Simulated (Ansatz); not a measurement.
Start from `C[N](C)[In]([N](C)C)[N](C)C` and change one element to get `C[N](C)[Al]([N](C)C)[N](C)C`.

Ansatz, PBE0-D4/def2-TZVP geometries, multiplicity 1. Each molecule was computed in one conformer, which needn't be the lowest.

Elements past krypton have def2 core potentials.

```
                               property  `C[N](C)[In]([N](C)C)[N](C)C`
    HOMO energy (B3LYP/def2-TZVPP) / eV                          -5.43
      HOMO energy (PBE/def2-TZVPP) / eV                          -4.39
   HOMO–LUMO gap (PBE0/def2-TZVPP) / eV                           4.96
    HOMO–LUMO gap (PBE/def2-TZVPP) / eV                           2.85
    LUMO energy (B3LYP/def2-TZVPP) / eV                          -0.95
HOMO–LUMO gap (ωB97M-V/def2-TZVPP) / eV                           8.70
```

Q: Give the same properties after the change, and the shifts. (Best estimate.)

A: Computed: 
| property | `C[N](C)[Al]([N](C)C)[N](C)C` | shift |
| --- | --- | --- |
| HOMO energy (B3LYP/def2-TZVPP) / eV | -5.69 | -0.26 |
| HOMO energy (PBE/def2-TZVPP) / eV | -4.64 | -0.25 |
| HOMO–LUMO gap (PBE0/def2-TZVPP) / eV | 6.24 | 1.28 |
| HOMO–LUMO gap (PBE/def2-TZVPP) / eV | 4.16 | 1.31 |
| LUMO energy (B3LYP/def2-TZVPP) / eV | 0.08 | 1.03 |
| HOMO–LUMO gap (ωB97M-V/def2-TZVPP) / eV | 9.94 | 1.24 |

With PBE0 the HOMO falls by 0.27 eV and the LUMO rises by 1.01 eV, so the gap widens by about 1.28 eV. PBE moves the HOMO by -0.25 eV and ωB97M-V by -0.28 eV.

B3LYP here is the variant with VWN-RPA as its local correlation; programs differ in this.
